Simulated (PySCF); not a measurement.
Cl2Ge (SMILES [Cl][Ge][Cl]), singlet, geometry from GFN2-xTB; PySCF with SVWN5/pcseg-1.

The PySCF input:
```python
from pyscf import gto, scf, dft

mol = gto.Mole()
mol.atom = '''
    Ge   -0.00059285   -0.00984996    0.71845420
    Cl    1.03004534    1.30072876   -0.65763687
    Cl   -1.02892939   -1.28218766   -0.69474750
'''
mol.basis = 'pcseg-1'
mol.verbose = 4
mol.build()

mf = dft.RKS(mol)
mf.xc = 'lda,vwn'
mf.kernel()
mf.analyze()
```

### Question
What does PySCF print? Leave out banner, timings and long lists.

### Answer

```
PySCF version 2.14.0

[INPUT] verbose = 4
[INPUT] num. atoms = 3
[INPUT] num. electrons = 66
[INPUT] charge = 0
[INPUT] spin (= nelec alpha-beta = 2S) = 0
[INPUT] symmetry False subgroup None
[INPUT] Mole.unit = angstrom
[INPUT] Symbol           X                Y                Z      unit          X                Y                Z       unit  Magmom
[...]
nuclear repulsion = 312.620235881466
number of shells = 9
number of NR pGTOs = 170
number of NR cGTOs = 63
basis = pcseg-1
ecp = {}

******** <class 'pyscf.dft.rks.RKS'> ********
method = RKS
initial guess = minao
damping factor = 0
level_shift factor = 0
DIIS = <class 'pyscf.scf.diis.CDIIS'>
diis_start_cycle = 1
diis_space = 8
diis_damp = 0
SCF conv_tol = 1e-09
SCF conv_tol_grad = None
SCF max_cycles = 50
direct_scf = True
direct_scf_tol = 1e-13
XC library pyscf.dft.libxc version 7.1.2
    S. Lehtola, C. Steigemann, M. J. T. Oliveira, and M. A. L. Marques,  SoftwareX 7, 1–5 (2018)
XC functionals = lda,vwn
    P. A. M. Dirac,  Math. Proc. Cambridge Philos. Soc. 26, 376 (1930)
    F. Bloch,  Z. Phys. 57, 545 (1929)
    S. H. Vosko, L. Wilk, and M. Nusair,  Can. J. Phys. 58, 1200 (1980)
radial grids:
    Treutler-Ahlrichs [JCP 102, 346 (1995); DOI:10.1063/1.469408] (M4) radial grids

becke partition: Becke, JCP 88, 2547 (1988); DOI:10.1063/1.454033
pruning grids: <function nwchem_prune>
grids dens level: 3
symmetrized grids: False
atomic radii adjust function: <function treutler_atomic_radii_adjust>
small_rho_cutoff = 0
Set gradient conv threshold to 3.16228e-05
Initial guess from minao.
tot grids = 58400
init E= -2990.6259965837
[...]
cycle= 1 E= -2991.0900812863  delta_E= -0.464  |g|= 0.411  |ddm|= 2.04
[...]
cycle= 2 E= -2990.74618526098  delta_E= 0.344  |g|= 1.08  |ddm|= 2.02
[...]
cycle= 3 E= -2991.14922945765  delta_E= -0.403  |g|= 0.0411  |ddm|= 1.42
[...]
cycle= 4 E= -2991.14965445333  delta_E= -0.000425  |g|= 0.0225  |ddm|= 0.114
[...]
cycle= 5 E= -2991.14984607557  delta_E= -0.000192  |g|= 0.00405  |ddm|= 0.0297
[...]
cycle= 6 E= -2991.14985240892  delta_E= -6.33e-06  |g|= 0.000603  |ddm|= 0.00638
[...]
cycle= 7 E= -2991.14985255004  delta_E= -1.41e-07  |g|= 8.12e-05  |ddm|= 0.00102
[...]
cycle= 8 E= -2991.14985255204  delta_E= -2e-09  |g|= 2.06e-05  |ddm|= 0.000102
[...]
cycle= 9 E= -2991.14985255222  delta_E= -1.75e-10  |g|= 3.73e-06  |ddm|= 4.18e-05
[...]
Extra cycle  E= -2991.14985255222  delta_E= -6.82e-12  |g|= 6.21e-06  |ddm|= 1.82e-05
converged SCF energy = -2991.14985255222
**** SCF Summaries ****
Total Energy =                       -2991.149852552223365
Nuclear Repulsion Energy =             312.620235881465646
One-electron Energy =                -4788.233493372211342
Two-electron Energy =                 1484.463404938522217
Two-electron Coulomb Energy =         1613.891334326646302
DFT Exchange-Correlation Energy =     -129.427929388123971
HOMO-LUMO gap [eV] =                     3.137945582837113
**** MO energy ****
[...]
 ** Mulliken pop on meta-lowdin orthogonal AOs  **
 ** Mulliken pop  **
 ** Mulliken atomic charges  **
charge of    0Ge =      0.44284
charge of    1Cl =     -0.22142
charge of    2Cl =     -0.22142
Dipole moment(X, Y, Z, Debye): -0.00146, -0.02468,  1.80252
```
